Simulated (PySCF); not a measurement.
Work out the structure from these simulated measurements.

Formula: C8H15PS.

- 13C NMR: chemical shifts (computed TMS as zero) by class: 137.5 (2 C), 35.5 (2 C), 34.7 (1 C), 23.3 (2 C), 20.0 (1 C) ppm [GIAO HF/pcSseg-1]
- 1H NMR: chemical shifts (computed TMS as zero) by class: 5.94 (2 H), 2.29 (2 H), 2.04 (2 H), 1.98 (1 H), 0.94 (6 H), 0.87 (2 H) ppm [GIAO HF/pcSseg-1]
- Dipole: 5.03 D [HF/pcSseg-1]
- NMR, other nuclei: isotropic shieldings of nuclei other than C and H, by class: 309 (1 P), 828 (1 S) ppm [GIAO HF/pcSseg-1]
- Rotational structure: rotational constants A, B, C: 1.301, 0.730, 0.606 GHz [PBE0-D3(BJ)/def2-SVP]

The electronic properties come from PySCF, for the isolated species, density fitting. Levels stand in brackets. One conformer (not necessarily the lowest) at the PBE0-D3(BJ)/def2-SVP geometry, without solvent, vibrations or thermal averaging. NMR values are class means; diastereotopic atoms form classes of their own.

**Question.** Give a SMILES that accounts for the data.

**Answer.** Numbering: `[CH3:1][CH:2]([CH3:3])[CH2:4][P:5]1(=[S:6])[CH2:7][CH:8]=[CH:9][CH2:10]1`. 8 carbons fall into 5 classes; from least to most shielded: alkene CH carbon [C8/C9] (137.5 ppm, 2 C), ring sp3 carbon bound to phosphorus [C7/C10] (35.5 ppm, 2 C), chain sp3 carbon bound to phosphorus [C4] (34.7 ppm), methyl carbon [C1/C3] (23.3 ppm, 2 C, up to 2.9 ppm apart in this geometry), sp3 CH carbon [C2] (20.0 ppm). Hydrogen classes from least to most shielded: 2 H on 2 alkene CH carbons, C8/C9 (5.94 ppm), 2 H on 2 like atoms (sp3 carbon bound to phosphorus), C7/C10 (2.29 ppm), 2 H on 2 like atoms (sp3 carbon bound to phosphorus), C7/C10 (2.04 ppm), 1 H on an sp3 CH carbon, C2 (1.98 ppm), 6 H on 2 methyl carbons, C1/C3 (0.94 ppm, a mean of values up to 1.2 ppm apart in this geometry), 2 H on an sp3 carbon bound to phosphorus, C4 (0.87 ppm). The other shieldings belong to: 309 ppm, phosphorus bonded to 3 C and S [P5]; 828 ppm, sulfur bonded to P [S6]. The optimised geometry has point group C1 and is an asymmetric top. Structure: `CC(C)CP1(=S)CC=CC1`. The assignments are read from this structure; whether some other isomer fits the data as well wasn't checked.
